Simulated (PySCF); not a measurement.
Job for PySCF: R-B3LYP/LANL2DZ on ClGeH3O (SMILES [OH][GeH2][Cl]), a point of a torsion scan.

```python
from pyscf import gto, scf, dft, mp
from pyscf.data.elements import chemcore

mol = gto.M(
    atom='''
    O     1.26564535    0.04141583   -0.44509623
    Ge   -0.40118541   -0.14469176   -0.00623329
    Cl   -0.47447744   -0.43863383    2.07290408
    H     1.87019755    0.42259773    0.18860035
    H    -0.84280580   -1.35728969   -0.76949545
    H    -1.16442471    1.10692926   -0.36746146
    ''',
    basis='lanl2dz',
    ecp={'Cl': 'lanl2dz', 'Ge': 'lanl2dz'},
    charge=0, spin=0, verbose=3, max_memory=1800)
mf = dft.RKS(mol, xc='b3lyp')
mf.conv_tol = 1e-8
mf.max_cycle = 100
mf.kernel()
if not mf.converged:
    mf = mf.newton().run(mf.mo_coeff, mf.mo_occ)
```

Output:

```
converged SCF energy = -95.7758551514608
```

The calculation finished and met its thresholds.

Cost: very roughly 4 core-seconds.
